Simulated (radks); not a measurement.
Species: As V. Configuration: [Ar] 3d10 4s1. Calculated with a radial shooting solver on a logarithmic mesh with Libxc functionals: non-relativistic Kohn-Sham, LB94 model potential, spin-polarised, spherical densities, point nucleus; open shells are filled with parallel spins first.

Normalised radial functions P(r) = r R(r), r in bohr:

r	3s down	4p down
0.002582	0.1069	0.0009
0.002935	0.1201	0.0012
0.003336	0.1346	0.0015
0.003821	0.1517	0.0020
0.004343	0.1694	0.0026
0.004936	0.1886	0.0033
0.005656	0.2108	0.0043
0.006428	0.2332	0.0054
0.007364	0.2585	0.0070
0.00837	0.2835	0.0089
0.009513	0.3093	0.0113
0.0109	0.3370	0.0145
0.01239	0.3625	0.0183
0.01408	0.3866	0.0230
0.01613	0.4093	0.0292
0.01833	0.4264	0.0363
0.021	0.4379	0.0456
0.02387	0.4403	0.0562
0.02713	0.4321	0.0688
0.03108	0.4089	0.0846
0.03533	0.3707	0.1017
0.04047	0.3102	0.1225
0.046	0.2326	0.1442
0.05228	0.1344	0.1674
0.0599	0.0082	0.1929
0.06808	-0.1277	0.2163
0.07737	-0.2745	0.2372
0.08864	-0.4325	0.2543
0.1007	-0.5703	0.2625
0.1154	-0.6884	0.2593
0.1312	-0.7554	0.2417
0.1491	-0.7629	0.2071
0.1708	-0.6903	0.1497
0.1942	-0.5384	0.0763
0.2207	-0.3068	-0.0135
0.2528	0.0117	-0.1207
0.2873	0.3529	-0.2236
0.3292	0.7198	-0.3224
0.3741	1.0282	-0.3926
0.4252	1.2641	-0.4288
0.4872	1.4062	-0.4192
0.5537	1.4267	-0.3596
0.6344	1.3360	-0.2425
0.721	1.1682	-0.0881
0.8195	0.9526	0.0974
0.9388	0.7087	0.3098
1.067	0.4959	0.5032
1.213	0.3193	0.6683
1.389	0.1810	0.7909
1.579	0.0955	0.8420
1.809	0.0427	0.8226
2.056	0.0176	0.7414
2.337	0.0062	0.6156
2.677	0.0017	0.4588
3.043	0.0004	0.3150
3.459	0.0001	0.1942
3.963	0.0000	0.1019
4.504	0.0000	0.0483
5.16	0.0000	0.0185
5.864	0.0000	0.0063

3s down: eigenvalue -245.19 eV, 2 radial nodes at r = 0.0604, 0.252 bohr, <r> = 0.611 bohr, 90 % of the charge inside 0.913 bohr. 4p down (empty): eigenvalue -54.297 eV, 2 radial nodes at r = 0.217, 0.768 bohr, <r> = 1.82 bohr, 90 % of the charge inside 2.66 bohr.
